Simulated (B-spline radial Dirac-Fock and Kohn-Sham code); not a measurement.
# S 3s: cross section and angular parameters

System: atomic sulfur, configuration [Ne] 3s2 3p4; threshold 20.28 eV (orbital energy of the model). Level of theory: Dirac-Hartree-Slater photoionisation with a Latter tail; cross sections with all multipoles, angular parameters from the dipole term and its interference with E2; a radial atomic solver.

For linearly polarised light dσ/dΩ = σ/(4π) [1 + β P₂(cos θ) + (δ + γ cos²θ) sin θ cos φ], with θ from the polarisation vector and φ the angle between the beam and the projection of the electron momentum on the plane normal to the polarisation.

```
hν (eV)   σ (kb)      β       γ
     60      389  2.000   0.140
   63.3      376  2.000   0.146
   79.9      305  2.000   0.150
     80      304  2.000   0.150
   84.5      286  2.000   0.146
   85.8      281  2.000   0.145
   99.4      235  2.000   0.128
    115      194  2.000   0.105
    116      192  2.000   0.103
    164      116  2.000   0.042
    172      108  2.000   0.034
    176      104  2.000   0.030
    230     67.7  2.000  -0.009
    239     63.6  2.000  -0.014
    302     43.0  2.000  -0.033
    328     37.3  2.000  -0.036
    600     12.5  2.000   0.010
    704     9.22  2.000   0.045
    800     7.17  2.000   0.080
    903     5.63  2.000   0.119
   1000     4.57  2.000   0.155
 1253.6     2.85  2.000   0.251
   1320     2.55  2.000   0.276
 1486.9     1.97  2.000   0.336
   2080    0.922  2.000   0.533
   3220        ?      ?       ?
   3270    0.313  2.000   0.861
   4400    0.148  2.000   1.119
   5550   0.0812  2.000   1.344
  15000  0.00516  1.999   2.611
```

Q: Give the values at 3220 eV.

A: σ = 0.325 kb, β = 2.000, γ = 0.849. For an s subshell δ is negligible.

Values without a named source are computed, but for edge energies of neutral atoms, which are taken from tables.
